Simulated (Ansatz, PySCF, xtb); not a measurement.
Gas-phase reaction in SMILES: C=C[Si](O)(O)O [ethenyl(trihydroxy)silane] + 6 [H][H] (H2) -> 2 C (CH4) + 3 O (H2O) + [SiH4] (SiH4)
Each molecule is optimised on its own at B3LYP-D3(BJ)/def2-TZVP (Ansatz, a program for electronic structure), one conformer each, not searched for the lowest.

Property: energy of full hydrogenation (enthalpy at 298 K, with B3LYP-D3(BJ) rigid-rotor harmonic-oscillator terms from PySCF), in kcal/mol. Valence correlation only, unless marked. Spin-orbit coupling is left out. Non-relativistic. CBS(X,Y): correlation extrapolated as X^-3; Hartree-Fock from the larger set.

```csv
level,program,energy of full hydrogenation (kcal/mol)
GFN2-xTB,xtb,-23.7
```

Question: What does CCSD(T)/CBS(cc-pV(T+d)Z,cc-pV(Q+d)Z) (Ansatz) give?

Answer: 22.7 kcal/mol
